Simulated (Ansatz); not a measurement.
`F[SiH](Cl)[GeH2][Cl]` → `F[Si]Cl` + `[Cl][GeH3]`  (silylene formation by 1,1-elimination)

Computed with Ansatz on PBE0-D4/def2-TZVP structures; ΔE is electronic, products minus reactants. CBS: MP2 limit from def2 TZ/QZ plus the TZ coupled-cluster correction, frozen cores. This one scheme is used for every species. DFT in def2-TZVPP. For Ge outer-core shells are correlated without core-valence functions, which leaves a few kJ/mol of doubt a bond. Scalar relativity is left out up to krypton. Each species was taken in one conformer, which may not be the lowest.

`F[SiH](Cl)[GeH2][Cl]`:

Cartesian coordinates in Å:
```
F -1.167 0.729 1.800
Si 0.097 -0.031 1.201
Cl 1.762 1.088 1.551
Ge -0.191 -0.268 -1.157
Cl -0.178 1.729 -1.971
H 0.238 -1.314 1.927
H -1.534 -0.905 -1.544
H 0.973 -1.030 -1.807
```

`F[Si]Cl`:

Z-matrix (Å, degrees):
```
Si
F 1 1.603
Cl 1 2.080 2 100.6
```

`[Cl][GeH3]`:

```xyz
5

Cl   -0.490   -0.621   -1.831
Ge    0.039    0.050    0.147
H    -1.075   -0.410    1.093
H     0.142    1.577    0.093
H     1.383   -0.596    0.498
```

Is it downhill or uphill in electronic energy at CCSD(T)/CBS, and by how much? (An estimate is asked.)

Ansatz gave: Uphill: ΔE = +35.7 kcal/mol.

What do these levels give: PBE0, r2SCAN0, CCSD/def2-SVP, CCSD(T)/def2-SVP, MP2/def2-QZVPP, SCS-MP2/def2-QZVPP? (An estimate is asked.)

Computed: PBE0 35.8, r2SCAN0 39.1, CCSD/def2-SVP 30.4, CCSD(T)/def2-SVP 30.5, MP2/def2-QZVPP 37.9, SCS-MP2/def2-QZVPP 35.7 kcal/mol.

Largest T1 diagnostic among the species: 0.014.

The D4 term adds +4.2 kcal/mol with B3LYP and +2.4 kcal/mol with PBE0; it sums over pairs of atoms, weighted by their polarisabilities, and B3LYP, whose exchange is more repulsive, gets the larger term. From r2SCAN to r2SCAN0 (25 % exact exchange), in def2-TZVPP and without D4, ΔE moves by +1.1 kcal/mol. In def2-TZVPP, CCSD(T) changes the Hartree–Fock value by +1.9 kcal/mol (the triples alone add +0.3 kcal/mol) and MP2 by +4.9 kcal/mol.

B3LYP here is the variant with VWN-RPA as its local correlation; programs differ in this.
